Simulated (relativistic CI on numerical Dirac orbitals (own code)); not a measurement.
# V²⁺ in a cubic cluster: 2p photoemission with charge transfer

Computed with a charge-transfer multiplet model of a cubic metal-ligand cluster with up to one ligand hole, Slater and spin-orbit integrals from Dirac-Coulomb-Breit ions, Slater integrals scaled by 0.9. The ground state mixes d3 with configurations of k ligand holes L, whose averages lie at kΔ + k(k − 1)U_dd/2; a core hole lowers each added d electron by U_cd. 300 K, Lorentzian 0.6 eV and Gaussian 0.8 eV FWHM.

Atomic integrals in eV (Slater integrals scaled, ζ unscaled), ground: F2dd 8.026, F4dd 4.988, zeta_d 0.019; with the core hole: F2dd 9.811, F4dd 6.151, zeta_d 0.036, zeta_core 4.610, F2cd 5.486, G1cd 4.039, G3cd 2.292.

Cluster parameters (eV): U_dd = 5.8, U_cd = 6.9, 10Dq = 1.2, 10Dq(ligand) = 0.9, V(eg) = 2.7, V(t2g) = -1.43, final-state hopping factor = 1.

| Case | n_d | d3 | d4L | S |
| --- | --- | --- | --- | --- |
| Δ = 5.6 eV | 3.29 | 0.71 | 0.29 | 1.50 |
| Δ = 6.6 eV | 3.26 | 0.74 | 0.26 | 1.50 |
| Δ = 7.6 eV | 3.23 | 0.77 | 0.23 | 1.50 |

Weights, n_d and S are thermal averages at 300 K. Binding energies count from the first peak over 30 % of the highest in each spectrum, which can be another peak from case to case. The parameters are a model scan and need not match a compound or its usual spin state. Peaks in eV (height, largest 100):
- Δ = 5.6 eV: 0.0 (100), 5.0 (16), 8.3 (44), 11.3 (12)
- Δ = 6.6 eV: 0.0 (100), 5.0 (15), 8.1 (46), 11.1 (12), 11.9 (12)
- Δ = 7.6 eV: 0.0 (100), 5.0 (15), 8.2 (50), 12.1 (11)

For the case Δ = 5.6 eV, Δ = 5.6 eV is smaller than U_dd = 5.8 eV, the charge-transfer side of the Zaanen-Sawatzky-Allen scheme. With the core hole the configuration with one ligand hole lies at Δ − U_cd = -1.3, -0.3, 0.7 eV from the one without, in the order of the table; where this is negative the screened configuration lies lower, though the effective hopping of about 5.8 eV (from the holes of the mixed ground state) mixes the two strongly wherever it is as large as the gap.

With at most 1 ligand hole the space is cut while the next configuration still counts, so covalency is underestimated, and a final configuration with one more ligand hole, which can lie low, is missing from the spectra.
